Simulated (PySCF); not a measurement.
The calculation used core-valence-separated Tamm–Dancoff BHandHLYP/aug-pcX-1 (pcseg-1 on H, def2-SVPD on S) in PySCF, non-relativistic, gas phase, PBE0-D3(BJ)/def2-SVP geometry. No empirical shift is added; at this level the pattern usually sits a few eV under experiment.

Main lines of an unknown, eV (oscillator strength): C K: 285.7 (0.011), 285.8 (0.010), 286.2 (0.061), 286.5 (0.028), 286.5 (0.030); O K: 532.5 (0.033), 532.6 (0.034), 532.8 (0.027), 532.9 (0.024), 533.1 (0.038). Listed: the first five lines at most of each edge with a tenth or more of its strongest line's intensity; roots within 0.03 eV on the same or equivalent atoms are summed. Only the lowest roots were sought, and the top ones are left out.

Problem. Which candidate gives them?
A. `CC(C)S(=O)(=O)O`
B. `S(C)(CCO)(=O)=O`
C. `CCOS(C)(=O)=O`

Solution. A. 

- `CC(C)S(=O)(=O)O`: C K: 285.7 (0.011), 285.8 (0.010), 286.2 (0.061), 286.5 (0.028), 286.5 (0.030); O K: 532.5 (0.033), 532.6 (0.034), 532.8 (0.027), 532.9 (0.024), 533.1 (0.038). First C line listed at 285.7 eV, hole on the methyl carbon; first O line listed at 532.5 eV, hole on the sulfonyl oxygen.
- `CS(=O)(=O)CCO`: C K: 286.1 (0.065), 286.1 (0.047), 286.6 (0.018), 287.1 (0.034), 287.1 (0.020); O K: 532.3 (0.073), 533.2 (0.027), 533.3 (0.024), 533.6 (0.016), 533.7 (0.011). First C line listed at 286.1 eV, hole on the sp3 carbon bound to sulfur; first O line listed at 532.3 eV, hole on the sulfonyl oxygen.
- `CCOS(C)(=O)=O`: C K: 285.5 (0.011), 286.2 (0.056), 286.3 (0.025), 286.4 (0.026), 286.7 (0.011); O K: 532.6 (0.068), 533.0 (0.043), 533.0 (0.026), 533.1 (0.028), 533.9 (0.023). First C line listed at 285.5 eV, hole on the methyl carbon; first O line listed at 532.6 eV, hole on the sulfonyl oxygen.

One conformer each; other structures than these candidates weren't tested.

The values belong to the conformer `[CH3:1][CH:2]([CH3:3])[S:4](=[O:5])(=[O:6])[OH:7]`: C1–C2–S4–O5 -173°, H–O7–S4–C2 -115°.
